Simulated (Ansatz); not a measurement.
`N[CH2][InH][NH2]` + CH₃SH → `NCCS` + `[NH2][InH2]`  (formal exchange of groups at a C–In bond)

Program: Ansatz. Geometries: PBE0-D4/def2-TZVP. ΔE: electronic, gas phase. CBS: MP2 limit from def2 TZ/QZ plus the TZ coupled-cluster correction, frozen cores. This one scheme is used for every species. Functionals use def2-TZVPP. B3LYP here is the variant with VWN-RPA as its local correlation; programs differ in this. Elements past krypton have def2 core potentials. For In outer-core shells are correlated without core-valence functions, which leaves a few kJ/mol of doubt a bond. Each species was taken in one conformer, which may not be the lowest.

`N[CH2][InH][NH2]`:

Z-matrix (Å, degrees):
```
C
In 1 2.185
N 1 1.457 2 116.0
H 1 1.092 2 108.5 3 -123.0
H 1 1.092 2 108.5 3 123.0
N 2 2.024 1 108.8 3 0.1
H 2 1.720 1 138.1 3 -179.9
H 3 1.012 1 111.1 2 -59.3
H 3 1.012 1 111.1 2 59.2
H 6 1.007 2 124.7 1 0.0
H 6 1.006 2 124.6 1 -180.0
```

CH₃SH:

Z-matrix (Å, degrees):
```
C
S 1 1.806
H 1 1.089 2 111.5
H 1 1.089 2 111.5 3 -123.8
H 1 1.090 2 106.2 3 118.1
H 2 1.342 1 97.1 3 61.9
```

`NCCS`:

Z-matrix (Å, degrees):
```
C
C 1 1.515
N 1 1.448 2 110.5
H 1 1.103 2 108.6 3 126.1
H 1 1.096 2 107.9 3 -118.5
S 2 1.815 1 113.8 3 -62.6
H 2 1.091 1 111.2 3 173.6
H 2 1.092 1 109.7 3 54.0
H 3 1.014 1 109.4 2 59.6
H 3 1.011 1 111.0 2 178.2
H 6 1.343 2 96.7 1 -67.2
```

`[NH2][InH2]`:

Z-matrix (Å, degrees):
```
N
In 1 2.007
H 1 1.006 2 124.3
H 1 1.006 2 124.3 3 -179.6
H 2 1.712 1 115.0 3 -0.2
H 2 1.712 1 115.0 3 179.8
```

| level | ΔE (kJ/mol) | difference from CCSD(T)/CBS |
| --- | --- | --- |
| PBE-D4 | -7.2 | 3.4 |
| r2SCAN-D4 | -10.6 | 0.0 |
| PBE0-D4 | -14.6 | -4.0 |
| B3LYP-D4 | -9.5 | 1.1 |
| ωB97X-V | -18.9 | -8.3 |
| ωB97M-V | -17.2 | -6.6 |
| B2PLYP | -9.6 | 1.0 |
| PBE | -5.5 | 5.1 |
| r2SCAN | -10.3 | 0.3 |
| PBE0 | -13.4 | -2.8 |
| B3LYP | -6.9 | 3.7 |
| HF/def2-TZVPP | -26.0 | -15.4 |
| MP2/def2-TZVPP | -11.1 | -0.5 |
| SCS-MP2/def2-TZVPP | -12.4 | -1.8 |
| CCSD/def2-TZVPP | -15.4 | -4.8 |
| CCSD(T)/def2-TZVPP | -13.8 | -3.2 |
| HF/def2-QZVPP | -25.4 | -14.8 |
| MP2/def2-QZVPP | -9.0 | 1.6 |
| SCS-MP2/def2-QZVPP | -10.6 | 0.0 |
| HF/CBS(def2) | -25.3 | -14.7 |
| MP2/CBS(def2) | -7.9 | 2.7 |
| CCSD/CBS(def2) | -12.2 | -1.6 |
| CCSD(T)/CBS | -10.6 | 0 |

Largest T1 diagnostic among the species: 0.016.

In def2-TZVPP, CCSD(T) changes the Hartree–Fock value by +12.3 kJ/mol (the triples alone add +1.6 kJ/mol) and MP2 by +15.0 kJ/mol. From PBE to PBE0 (25 % exact exchange), in def2-TZVPP and without D4, ΔE moves by −7.9 kJ/mol.
